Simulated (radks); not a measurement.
Spherical quantum dot in the effective-mass picture: electrons in a hard-walled sphere of radius 8.46, all in effective atomic units (hartree* = m*/eps^2 hartree, bohr* = eps/m* bohr), one dielectric constant everywhere. Method: non-relativistic Kohn-Sham, PBEsol, spin-polarised, spherical densities; computed with a radial shooting solver with Libxc functionals. Levels are named by radial order and angular momentum (1s, 1p, 1d, 2s, ...), and open shells are averaged over m.

N = 9, configuration 1s2 1p6 1d(up 1, down 0). This is the lowest configuration that the search found. Occupied levels:

| level | occupation | eigenvalue (hartree*) | <r> (bohr*) |
|---|---|---|---|
| 1s up | 1 | 1.3326 | 5.749 |
| 1s down | 1 | 1.3399 | 5.721 |
| 1p up | 3 | 1.3680 | 5.926 |
| 1p down | 3 | 1.3758 | 5.908 |
| 1d up | 1 | 1.4308 | 6.098 |

Energy (hartree*): total 6.45954, kinetic 1.5977, external 0, Hartree 6.3052, exchange-correlation -1.4434.
